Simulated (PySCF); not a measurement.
Species: BF2GeH3.
Structure used (PBE0-D3(BJ)/def2-SVP), in Å, numbered top down from 1:
```xyz
7
BF2GeH3 angstrom
F      1.555    1.040   -0.179
B      0.914   -0.111   -0.171
F      1.646   -1.195   -0.335
Ge    -1.138   -0.260    0.095
H     -1.436   -0.862    1.481
H     -1.734   -1.206   -0.964
H     -1.824    1.111   -0.007
```

Level: PBE0/def2-SVPD in PySCF, non-relativistic, on one gas-phase PBE0-D3(BJ)/def2-SVP geometry that isn't relaxed in the solvent. The solvent is an IEF-PCM continuum (van der Waals radii × 1.2), and excitations are vertical TDDFT with non-equilibrium linear response and a frozen core. The model holds no explicit solvent molecules, cavitation or dispersion. Spin–orbit coupling is left out although an atom past zinc is present.

Gas-phase singlets (H = HOMO, L = LUMO):

| state | E (eV) | λ (nm) | f | leading configuration |
| --- | --- | --- | --- | --- |
| S1 | 6.605 | 188 | 0.036 | H→L 96% |
| S2 | 7.403 | 167 | 0.009 | H-1→L 96% |
| S3 | 7.694 | 161 | 0.040 | H-2→L 89% |
| S4 | 7.975 | 155 | 0.145 | H→L+1 95% |
| S5 | 8.571 | 145 | 0.000 | H→L+2 86% |

What are the lowest 5 singlets in benzene (ε = 2.271)?

```csv
state,E (eV),λ (nm),f,leading configuration,change by rank (eV)
S1,6.583,188,0.052,H→L 97%,-0.022
S2,7.369,168,0.015,H-1→L 96%,-0.034
S3,7.623,163,0.092,H-2→L 94%,-0.071
S4,7.938,156,0.178,H→L+1 99%,-0.037
S5,8.570,145,0.001,H→L+2 84%,-0.001
```

How do the frontier levels move from gas to benzene?

```tsv
orbital	gas (eV)	solvent (eV)	change (eV)	Löwdin shares, gas	Löwdin shares, solvent
LUMO+2	0.86	0.97	+0.11	Ge4 49 %, H7 14 %, B2 10 %, H5 8 %	Ge4 49 %, H7 14 %, B2 10 %, H6 8 %
LUMO+1	0.04	0.14	+0.10	Ge4 38 %, B2 31 %, H6 9 %, H5 9 %	Ge4 37 %, B2 33 %, H6 8 %, H5 8 %
LUMO	-1.11	-1.01	+0.10	B2 39 %, Ge4 23 %, F1 14 %, F3 13 %	B2 40 %, Ge4 23 %, F1 14 %, F3 13 %
HOMO	-9.08	-8.99	+0.09	Ge4 35 %, B2 26 %, F1 11 %, F3 11 %	Ge4 35 %, B2 26 %, F1 11 %, F3 11 %
HOMO-1	-9.82	-9.69	+0.13	Ge4 43 %, H7 29 %, H6 19 %	Ge4 43 %, H7 29 %, H6 20 %
HOMO-2	-9.85	-9.72	+0.13	Ge4 43 %, H5 30 %, H6 15 %, H7 5 %	Ge4 43 %, H5 31 %, H6 14 %, H7 6 %
HOMO-3	-12.48	-12.47	+0.01	F1 47 %, F3 47 %, B2 4 %	F1 47 %, F3 47 %, B2 4 %
```

The HOMO–LUMO gap goes from 7.97 to 7.98 eV.
